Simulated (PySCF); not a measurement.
VO2Cl, SMILES [O]=[V](=[O])[Cl], multiplicity 1. Coordinates come from a PBE0-D3(BJ)/def2-SVP optimisation. The multiplicity is an assumed one; other spin states were not compared.

Computed equilibrium geometry at PBE0-D3(BJ)/def2-SVP (PySCF confirms it by a frequency run) as Cartesian coordinates in Å, and its point group:
point group Cs.
```xyz
4

V      0.4307    -0.2173     0.0000
O      1.2143     0.2291     1.2678
O      1.2143     0.2291    -1.2678
Cl    -1.7256     0.0783     0.0000
```
